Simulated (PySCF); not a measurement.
## Dipole response of Hg (mercury, neutral)

[Xe] 4f14 5d10 6s2, closed-shell 1S. Calculation: PySCF 2.14, in aug-cc-pwCVTZ-PP with ECP60MDF (8s8p7d4f3g, 122 functions); scalar relativity through the core potential. Coupled (time-dependent) response in atomic units; α is the mean over directions.

```json
{"method": "wB97M-V", "mean α (bohr³)": "38.94", "C₆ (like pair)": "377.3", "S(−4)": "574.5"}
```

S(−4) is the Cauchy moment in α(ω) = α(0) + S(−4) ω² + …

Reference α: 33.91 ± 0.34 bohr³ (recommended; Schwerdtfeger and Nagle, table of static dipole polarizabilities (2023 update)). Published C₆: 268.0 (Gould and Bucko (2016)).

α(iu) at wB97M-V:

| u (hartree) | α(iu) (bohr³) |
| --- | --- |
| 0 | 38.94 |
| 0.0500 | 37.57 |
| 0.100 | 34.13 |
| 0.200 | 25.91 |
| 0.300 | 19.60 |
| 0.500 | 12.56 |
| 0.750 | 8.455 |
| 1.00 | 6.257 |
| 1.50 | 3.928 |
| 2.00 | 2.723 |
| 3.00 | 1.533 |
| 5.00 | 0.6752 |

A single London oscillator, α(iu) = α/(1 + u²/ω²), gives C₆ = (3/4) ω α². Matching the computed C₆ needs ω = 4 × 377.3 / (3 × 38.94²) = 0.332 hartree.

Energies and moments cover only the electrons outside the core potential. Spin-orbit coupling, which splits the p, d and f shells strongly at this Z, is absent.
